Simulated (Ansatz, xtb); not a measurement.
## Ligand exchange: C2H2ClF + BH(CH3)I → C2H2FI + BH(CH3)Cl

Species: C2H2ClF (1-chloro-2-fluoroethylene) `F/C=C/Cl`, singlet; BH(CH3)I, singlet; C2H2FI `F/C=C/I`, singlet; BH(CH3)Cl, singlet. The partners trade Cl for I: C–Cl and B–I bonds give way to C–I and B–Cl.

Shapes, held fixed at every level: PBE0-D4/def2-TZVP. Programs: Ansatz 0.2.0, xtb 6.7.1. The zero-point and thermal change to 298 K, harmonic and unscaled (PBE0-D4/def2-TZVP), is 0.0 kJ/mol.

```tsv
level	kind	ΔH(298 K) (kJ/mol)	less CCSD(T)/def2-TZVPP
GFN1-xTB	semi-empirical	-25.0	+18.2
HF/def2-TZVPP	Hartree–Fock	-41.4	+1.8
PBE-D4/def2-TZVPP	GGA	-38.1	+5.1
r2SCAN-D4/def2-TZVPP	meta-GGA	-39.9	+3.3
PBE0-D4/def2-TZVPP	global hybrid	-38.0	+5.2
MP2/def2-SVP	perturbation theory	-45.2	-2.0
MP2/def2-TZVPP	perturbation theory	-43.8	-0.6
CCSD(T)/def2-TZVPP	coupled cluster or CI	-43.2	0.0
```

The highest level, CCSD(T)/def2-TZVPP, gives ΔH(298 K) = -43.2 kJ/mol; the levels span -45.2 to -25.0. The column of differences is taken from that level and isn't an error. No measured value is set beside it here. For atoms past krypton def2 sets carry core potentials with scalar relativity. Outer-core shells of I are correlated in most correlated rows, in sets that cover them unevenly.
